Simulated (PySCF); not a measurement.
# Energy of Cr⁻ (chromium, charge -1) between two integer charges

The 4s beta orbital of [Ar] 3d5 4s2 is emptied in steps (occupation f), with all orbitals relaxed, ending at [Ar] 3d5 4s1. Computed with PySCF 2.14 in aug-cc-pVDZ, with no relativity, point nucleus. The exact energy is a straight line in f; departures are measured from the line between the end points of the same method.

```
   f  CAM-B3LYP (eV)
   1           0.000
0.75          -0.128
 0.5          -0.180
0.25          -0.143
   0           0.000
```

| method | E(f=0) − E(f=1) (eV) | −ε at f=1 (eV) | −ε at f=0.5 (eV) |
| --- | --- | --- | --- |
| CAM-B3LYP | 0.601 | -0.046 | 0.562 |

Orbital energy along the path (eV):

```csv
f,CAM-B3LYP
1,0.046
0.75,-0.233
0.5,-0.562
0.25,-0.947
0,-1.352
```

At f = 1 the orbital energy is positive for CAM-B3LYP: only the finite basis holds the electron.

Reference removal energy between the ground levels: 0.676 eV (measured; photodetachment measurements, as compiled on the Wikipedia data page of electron affinities).
